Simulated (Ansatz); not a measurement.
Reactions of C$_{3}$H$_{6}$F$_{2}$Si, SMILES `FC=C([SiH3])CF`.

Computed with Ansatz on PBE0-D4/def2-TZVP structures; ΔE is electronic, products minus reactants. CBS: MP2 limit from def2 TZ/QZ plus the TZ coupled-cluster correction, frozen cores. This one scheme is used for every species. Double bonds are as drawn, so ΔE can hold a change between cis and trans. Functionals use def2-TZVPP. For Br, Se outer-core shells are correlated without core-valence functions, which leaves a few kJ/mol of doubt a bond. Scalar relativity is left out up to krypton. Each species was taken in one conformer, which may not be the lowest.

```
                                                                    reaction  B2PLYP (eV)  MP2/CBS(def2) (eV)  HF/CBS(def2) (eV)  PBE-D4 (eV)  CCSD(T)/CBS(def2) (eV)
   `F/C=C(\[SiH3])CF` + `C[Si](O)(O)Br` → `C[Si](O)(Br)O[SiH3]` + `F/C=C\CF`        -1.10               -1.08              -1.34        -0.91                   -1.08
                               `F/C=C(\[SiH3])CF` → `F/C=C/[SiH3]` + `[CH]F`         3.77                4.09               3.28         3.98                    3.80
          `F/C=C(\[SiH3])CF` + `[AlH2][SH]` → `[AlH2][S][SiH3]` + `F/C=C\CF`        -0.60               -0.65              -0.67        -0.60                   -0.61
                                  `F/C=C(\[SiH3])CF` → `F/C=C\CF` + `[SiH2]`         2.40                2.68               2.21         2.50                    2.46
                       `F/C=C(\[SiH3])CF` + `SS` → `F/C=C(\[SiH3])SS` + `CF`         0.00               -0.10               0.14        -0.07                    0.00
`F/C=C(\[SiH3])CF` + `[NH2][AlH][SeH]` → `[SiH3][NH][AlH][SeH]` + `F/C=C\CF`        -0.56               -0.56              -0.67        -0.47                   -0.55
```

Largest T1 diagnostic: 0.018, for `[CH]F`.
